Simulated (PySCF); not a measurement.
# Excitation energy of Cd²⁺ by level of theory

Cd²⁺ [Kr] 4d10 (1S) → Cd²⁺ [Kr] 4d9 5s1 (3D), as a difference of total energies. Computed with PySCF 2.14 in x2c-QZVPPall with one added diffuse shell each of s, p, d, f, g type (14s9p8d5f3g, 143 functions), with scalar relativity by spin-free X2C-1e. The calculations carry no spin-orbit coupling.

```csv
method,excitation energy (eV)
UHF,9.738
TPSSh,9.945
M06-2X,10.265
TPSS,9.869
```
